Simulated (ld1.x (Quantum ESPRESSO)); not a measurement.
## Ru, TM: configuration errors across variants

```
Element                 : ruthenium
Generator               : ld1.x (Quantum ESPRESSO) 7.5
Type                    : norm-conserving Troullier–Martins (Kleinman–Bylander form)
Functional              : LDA (PZ)
Relativity              : scalar-relativistic
Frozen core             : [Kr]
Valence charge          : 8
Reference configuration : 4d7.5 5s0.5 5p0
Partial waves           : 5p (bound, empty): rc 4.20 bohr; 4d (bound): rc 1.25 bohr; 5s (bound): rc 2.55 bohr
Local potential         : the s channel
Core correction         : Bessel-smoothed model core, default radius (core density twice the valence density)
```

All-electron excitation energies from the reference (eV): (1) 4d7 5s1 5p0 0.281; (2) 4d7 5s0 5p0 7.894; (3) 4d6 5s0 5p0 26.332; (4) 4d6 5s2 5p0 1.895; (5) 4d6 5s1 5p1 5.939; (6) 4d6 5s1 5p0 10.603; (7) 4d7 5s0 5p1 3.866; (8) 4d7.5 5s0.5 5p0 spin -0.963; (9) 4d7 5s1 5p0 spin -1.368.

Spin tests fill each open shell by Hund’s rule, majority spin first.

A true bound ghost makes a file unfit for plane-wave use even where its test errors are small: the radial tests pick states by their node count and pass the ghost by.

Errors AE − PS in meV (a dash: test not solved or not reliable):

| change | (1) | (2) | (3) | (4) | (5) | (6) | (7) | (8) | (9) | bound ghosts |
| --- | --- | --- | --- | --- | --- | --- | --- | --- | --- | --- |
| base | -22 | -15 | -234 | -245 | -232 | -214 | -14 | +20 | +15 | none |
| wave 5s (bound): rc 2.55 bohr becomes 5s (bound): rc 1.96 bohr | -13 | -12 | – | -118 | -152 | -111 | -14 | +18 | +17 | none |
| wave 5s (bound): rc 2.55 bohr becomes 5s (bound): rc 2.12 bohr | -17 | -14 | -222 | -185 | -196 | -168 | -14 | +19 | +18 | none |
| wave 5s (bound): rc 2.55 bohr becomes 5s (bound): rc 2.32 bohr | -21 | -15 | -233 | -232 | -224 | -205 | -14 | +20 | +16 | none |
| wave 5s (bound): rc 2.55 bohr becomes 5s (bound): rc 2.60 bohr | -21 | – | -235 | -244 | -231 | -213 | -14 | +20 | +15 | none |
| wave 5s (bound): rc 2.55 bohr becomes 5s (bound): rc 2.90 bohr | -20 | -15 | -237 | -224 | -221 | -199 | -15 | +20 | +17 | none |
| wave 5s (bound): rc 2.55 bohr becomes 5s (bound): rc 3.04 bohr | -18 | -16 | -241 | -204 | -211 | -185 | -16 | +20 | +19 | none |
| wave 5s (bound): rc 2.55 bohr becomes 5s (bound): rc 3.32 bohr | -15 | -17 | -254 | -161 | -189 | -155 | -19 | +21 | +23 | none |
| wave 5s (bound): rc 2.55 bohr becomes 5s (bound): rc 3.66 bohr | -9.5 | -22 | -285 | -83 | -149 | -97 | -26 | +22 | +31 | none |
| wave 5s (bound): rc 2.55 bohr becomes 5s (bound): rc 3.76 bohr | -7.7 | -24 | -296 | -60 | -137 | -79 | -28 | +22 | +34 | none |

Give the same row for: wave 5s (bound): rc 2.55 bohr becomes 5s (bound): rc 1.72 bohr.

-5.4, -11, -188, +7.1, +17, +92, -16, +13, +9.3; bound ghosts: p.
